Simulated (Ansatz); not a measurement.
Geometry optimisation, Ansatz 0.2.0, RHF/6-31G*.

Input:

```yaml
crystal:
  periodic: [false, false, false]
  atoms:
    - { symbol: Si, position_ang: [-0.035582, -0.555771, -0.366164] }
    - { symbol: F, position_ang: [1.203864, 0.485529, 1.927513] }
    - { symbol: Si, position_ang: [2.170129, -0.197619, -1.132254] }
    - { symbol: H, position_ang: [2.827627, -1.507972, -1.336392] }
    - { symbol: H, position_ang: [2.081195, 0.470408, -2.450831] }
    - { symbol: H, position_ang: [3.006195, 0.621393, -0.23817] }
    - { symbol: Si, position_ang: [-1.279371, 1.412702, 0.027775] }
    - { symbol: H, position_ang: [-2.693018, 1.046553, 0.268212] }
    - { symbol: H, position_ang: [-0.813976, 2.248249, 1.148614] }
    - { symbol: H, position_ang: [-1.21908, 2.210033, -1.217489] }
    - { symbol: Si, position_ang: [-1.174203, -1.595973, -2.178662] }
    - { symbol: H, position_ang: [-2.539875, -2.011464, -1.788007] }
    - { symbol: H, position_ang: [-1.284238, -0.644239, -3.306275] }
    - { symbol: H, position_ang: [-0.450775, -2.7955, -2.658435] }
    - { symbol: O, position_ang: [-0.108355, -1.620554, 0.930268] }
    - { symbol: Si, position_ang: [-0.003641, -3.224943, 1.269345] }
    - { symbol: H, position_ang: [1.282426, -3.770981, 0.795632] }
    - { symbol: H, position_ang: [-0.092131, -3.391009, 2.729202] }
    - { symbol: H, position_ang: [-1.098449, -3.967343, 0.621779] }
    - { symbol: H, position_ang: [0.759357, -0.187002, 2.36324] }
basis:
  gaussian: { orbitals: "6-31G*" }
hamiltonian:
  xc: hf
relax:
  f_tol: 0.03
  max_steps: 50
output:
  orbitals: {}
```

Command:

```bash
$ ansatz run input.yaml --threads 4 --pin off --max-ram 5120MiB --backend cpu --events-out ev --progress --plain --runs-dir out
```

Q: Where does it end, and by what steps?

A: The run converged. The force dipped under the threshold on the way, but the program's further checks kept it going. After 24 steps the energy has fallen by 0.242 eV; H6 moved furthest, 0.82 Å.

| step | energy less start (eV) | largest force component (eV/Å) | accepted |
| --- | --- | --- | --- |
| 0 | 0.0000 | 0.498 | yes |
| 1 | -0.0711 | 1.468 | yes |
| 2 | -0.1114 | 1.922 | yes |
| 3 | -0.1302 | 0.836 | yes |
| 4 | -0.2017 | 0.213 | yes |
| 5 | -0.2187 | 0.187 | yes |
| 6 | -0.2224 | 0.100 | yes |
| 7 | -0.2245 | 0.113 | yes |
| 8 | -0.2262 | 0.043 | yes |
| 9 | -0.2278 | 0.013 | yes |
| 10 | -0.2291 | 0.101 | yes |
| 11 | -0.2306 | 0.076 | yes |
| 12 | -0.2317 | 0.041 | yes |
| 13 | -0.2340 | 0.058 | yes |
| 14 | -0.2316 | 0.260 | no |
| 15 | -0.2233 | 0.302 | no |
| 16 | -0.2357 | 0.017 | yes |
| 17 | -0.2381 | 0.056 | yes |
| 18 | -0.2373 | 0.197 | no |
| 19 | -0.2360 | 0.184 | no |
| 20 | -0.2393 | 0.021 | yes |
| 21 | -0.2406 | 0.045 | yes |
| 22 | -0.2407 | 0.092 | yes |
| 23 | -0.2416 | 0.059 | yes |
| 24 | -0.2418 | 0.016 | yes |

```xyz
20
Properties=species:S:1:pos:R:3
Si -0.069 -0.556 -0.508
F 1.741 0.001 2.277
Si 2.136 0.003 -1.163
H 3.055 -1.094 -0.798
H 2.163 0.172 -2.634
H 2.588 1.261 -0.543
Si -1.315 1.365 0.067
H -2.685 0.985 0.471
H -0.677 2.112 1.168
H -1.401 2.238 -1.125
Si -1.155 -1.697 -2.280
H -2.555 -2.021 -1.940
H -1.145 -0.808 -3.460
H -0.448 -2.950 -2.621
O 0.024 -1.537 0.867
Si -0.162 -3.118 1.309
H 1.013 -3.902 0.895
H -0.302 -3.163 2.771
H -1.366 -3.674 0.667
H 1.099 -0.593 1.989
```

Whether the end is a true minimum wasn't checked by a vibrational analysis.

The run took 73 s on 4 threads of Arm Neoverse V1, on a shared host, peak memory 0.51 GiB.
